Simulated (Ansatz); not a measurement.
One arrangement of a pair

The pair of HF (SMILES F, atoms 1–2) and CH3I (SMILES CI, atoms 3–7), both closed shells, in one local arrangement (a lower one may exist), relaxed at PBE0-D4/def2-TZVP:

```csv
atom,x (Å),y (Å),z (Å)
F1,0.7303,-0.0412,-2.3951
H2,-0.1320,-0.0674,-2.0440
C3,0.0816,0.0297,1.0071
I4,-1.7568,-0.0409,-0.0734
H5,0.1810,-0.9116,1.5382
H6,0.8730,0.1614,0.2756
H7,0.0229,0.8701,1.6915
```

Computed with Ansatz 0.2.0 (basis: def2-TZVPPD, with def2-QZVPPD for the basis limit); correlated methods freeze the cores. Filled d shells of the heavier atoms are correlated. Core potentials replace the inner electrons of the atoms past krypton. The def2 sets are not built for correlating such inner shells, so the correlated values are less sure here. B3LYP uses VWN-RPA correlation. Extrapolation: Hartree–Fock as exp(−7.88 √X), correlation as X^−2.97. Interaction energies count from these two fragments, frozen as in the pair, with the counterpoise correction; negative means bound.

(1) What is the interaction energy by CCSD(T) at an estimated basis limit (MP2 extrapolated from triple and quadruple zeta, plus CCSD(T) − MP2 in triple zeta)? (An estimate is asked for; the value comes from the calculation.)

No T1 diagnostic of these runs exceeds 0.011.

## Answers

(1) Computed: -4.06 kcal/mol. Hartree–Fock alone gives -1.59 kcal/mol at the basis limit. It counts from the two fragments frozen as in the pair.

The same quantity by other methods in triple zeta, and each one's difference from that estimate:
| method | E_int (kcal/mol) | difference |
| --- | --- | --- |
| PBE-D4 | -5.25 | -1.19 |
| revPBE-D4 | -4.43 | -0.37 |
| BLYP-D4 | -4.49 | -0.43 |
| r2SCAN-D4 | -4.94 | -0.88 |
| B97M-V | -4.48 | -0.42 |
| PBE0-D4 | -4.83 | -0.77 |
| B3LYP-D4 | -4.49 | -0.43 |
| HSE06-D4 | -4.83 | -0.77 |
| wB97X-V | -4.34 | -0.28 |
| wB97M-V | -4.31 | -0.25 |
| B2PLYP | -3.53 | 0.53 |
| HF | -1.57 | 2.49 |
| MP2 | -3.59 | 0.47 |
| CCSD | -3.08 | 0.98 |
| CCSD(T) | -3.45 | 0.61 |
Differences are method less estimate.

Basis-set superposition shift (counterpoise-corrected less uncorrected): CCSD(T) 0.92; MP2 0.90; HF 0.03; PBE0-D4 0.03; wB97M-V 0.04 kcal/mol.

For scale, one of the runs: CCSD(T)/def2-TZVPPD, 204 basis functions, launched by `ansatz run in.yaml --threads 4 --pin off --events-out ev --progress --plain --max-ram 9574MiB`. The run took 20 s on 4 CPU threads of an AMD EPYC 9R45 (shared host), with 3.1 GiB of host memory at its peak.
